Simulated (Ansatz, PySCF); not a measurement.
Reaction (SMILES): C=CCCl -> C=C[CH]Cl + H atom (the C-H bond at the site shown breaks; other sites are not compared here)
Each molecule is optimised on its own at B3LYP-D3(BJ)/def2-TZVP (Ansatz, a quantum-chemistry and plane-wave program), one conformer each, not searched for the lowest. Markedly spin-contaminated UHF reference, which strains HF, MP2 and, less, CCSD(T): C=C[CH]Cl.

Property: bond dissociation energy (enthalpy at 298 K, with B3LYP-D3(BJ) rigid-rotor harmonic-oscillator terms from PySCF), in eV. Correlated levels leave the core frozen unless marked. UHF or UKS for open shells. Spin-orbit coupling is left out. Non-relativistic. 

```csv
level,program,bond dissociation energy (eV)
HF/STO-3G,Ansatz,3.39
HF/6-31G*,Ansatz,2.50
BLYP/def2-TZVPD,Ansatz,3.39
revPBE-D3(BJ)/def2-TZVPD,Ansatz + dftd3,3.35
B3LYP/def2-TZVPD,Ansatz,3.49
PBE0/STO-3G,Ansatz,4.66
TPSSh-D3(BJ)/def2-TZVPD,PySCF + dftd3,3.52
r2SCAN0-D4/def2-TZVPD,Ansatz + dftd4,3.34
LC-wPBE-D3(BJ)/def2-TZVPD,Ansatz + dftd3,3.45
B2GP-PLYP/def2-TZVPD,Ansatz,3.59
PBE-QIDH/def2-TZVPD,Ansatz,3.54
SCS-MP2/6-31G,Ansatz,3.70
CCSD/aug-cc-pV(T+d)Z,Ansatz,3.65
CCSD(T)/aug-cc-pV(D+d)Z,Ansatz,3.59
```
